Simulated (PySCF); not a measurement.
Two species compared at the same levels of theory.

First species: C5H4NOPS.
SMILES: `COc1pc(C#N)cs1`

Second species: C6H8N2.
InChI=1S/C6H8N2/c1-2-6(5-8)3-4-7/h1,6H,3-4,7H2/t6-/m0/s1

Levels: CAM-B3LYP/def2-SVPD for dipole moment, HOMO energy, LUMO energy, HOMO–LUMO gap, static isotropic polarisability and electronic spatial extent ⟨r²⟩ about the centre of nuclear charge; TDDFT CAM-B3LYP/def2-SVPD for lowest singlet excitation; TDA CAM-B3LYP/def2-SVPD for lowest triplet excitation (Tamm–Dancoff); GFN2-xTB for rotational constant A and rotational constant C. Geometries: GFN2-xTB. Each structure is a single optimised conformer of the isolated species, non-relativistic unless stated. Electronic properties by PySCF.

The conformers computed, where there is a choice (atom-mapped SMILES and torsion angles):
- `[CH3:1][O:2][c:3]1[p:4][c:5]([C:6]#[N:7])[cH:8][s:9]1`: C1–O2–C3–P4 0°
- `[CH:1]#[C:2][C@H:3]([C:4]#[N:5])[CH2:6][CH2:7][NH2:8]`: C2–C3–C6–C7 -172°, C3–C6–C7–N8 60°, H–N8–C7–C6 69°, H–N8–C7–C6 -172°

Values for the first species:

- Dipole moment: 4.99 D
- HOMO energy: -8.18 eV
- LUMO energy: -0.68 eV
- HOMO–LUMO gap: 7.50 eV
- Lowest singlet excitation: 4.65 eV
- Lowest triplet excitation (Tamm–Dancoff): 3.01 eV
- Static isotropic polarisability: 109.5 au
- Electronic spatial extent ⟨r²⟩ about the centre of nuclear charge: 1664 bohr²
- Rotational constant A: 2.397 GHz
- Rotational constant C: 0.634 GHz

Task: Estimate the same properties for the second species, and the change in each.

Result: 
```
                                                         property       first      second  second less first
                                                    dipole moment      4.99 D      4.69 D            -0.30 D
                                                      HOMO energy    -8.18 eV    -8.86 eV           -0.68 eV
                                                      LUMO energy    -0.68 eV     1.04 eV           +1.72 eV
                                                    HOMO–LUMO gap     7.50 eV     9.90 eV           +2.40 eV
                                        lowest singlet excitation     4.65 eV     6.51 eV           +1.86 eV
                         lowest triplet excitation (Tamm–Dancoff)     3.01 eV     5.49 eV           +2.48 eV
                                  static isotropic polarisability    109.5 au     80.0 au           -29.5 au
electronic spatial extent ⟨r²⟩ about the centre of nuclear charge  1664 bohr²  1106 bohr²         -558 bohr²
                                            rotational constant A   2.397 GHz   2.830 GHz         +0.433 GHz
                                            rotational constant C   0.634 GHz   1.081 GHz         +0.447 GHz
```

On the first: S1 lies 2.85 eV below the HOMO–LUMO gap; its leading configuration is HOMO→LUMO, weight 0.95.

On the second: The polarisability is 11.85 Å³ as a volume (1 au = 0.148185 Å³), or 1.38 au for each of the 58 electrons.
